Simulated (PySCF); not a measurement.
C5H4O2, SMILES C=C=C1OCC1=O.

Geometry: PBE0-D3(BJ)/def2-SVP. This is a generated structure with no PubChem entry under its InChIKey; it may be hypothetical.

Method: TDDFT-LC-ωPBE/def2-SVPD run with PySCF.

Vertical excitations.  State labels are in the subgroup Cs.

| state | symmetry | energy (eV) | λ (nm) | f | main pairs |
|---|---|---|---|---|---|
| S1 | A" | 4.13 | 300 | 0.000 | HOMO−1→LUMO 86 % |
| S2 | A" | 4.70 | 264 | 0.000 | HOMO→LUMO+1 94 % |
| S3 | A' | 5.13 | 242 | 0.194 | HOMO→LUMO 97 % |
| S4 | A" | 6.09 | 204 | 0.000 | HOMO−2→LUMO 78 % |
| S5 | A' | 7.07 | 175 | 0.378 | HOMO−1→LUMO+1 87 % |
| S6 | A" | 7.38 | 168 | 0.009 | HOMO→LUMO+2 76 %, HOMO→LUMO+5 16 % |
| S7 | A" | 7.97 | 156 | 0.001 | HOMO−4→LUMO 92 % |
| S8 | A' | 7.97 | 156 | 0.266 | HOMO−2→LUMO+1 60 %, HOMO−3→LUMO 21 % |
| S9 | A' | 8.11 | 153 | 0.142 | HOMO−3→LUMO 70 %, HOMO−2→LUMO+1 19 % |
| S10 | A" | 8.26 | 150 | 0.000 | HOMO→LUMO+3 30 %, HOMO→LUMO+4 21 %, HOMO−3→LUMO+1 13 %, HOMO→LUMO+5 10 % |
| T1 | A' | 3.17 | 391 | 0 | HOMO→LUMO 88 % |
| T2 | A" | 3.59 | 345 | 0 | HOMO−1→LUMO 83 % |
| T3 | A' | 4.22 | 294 | 0 | HOMO−2→LUMO+1 51 %, HOMO−1→LUMO+1 37 % |
| T4 | A" | 4.31 | 288 | 0 | HOMO→LUMO+1 93 % |
Triplets are in the Tamm–Dancoff approximation, which puts them higher than full response would, so one can lie above its singlet here.
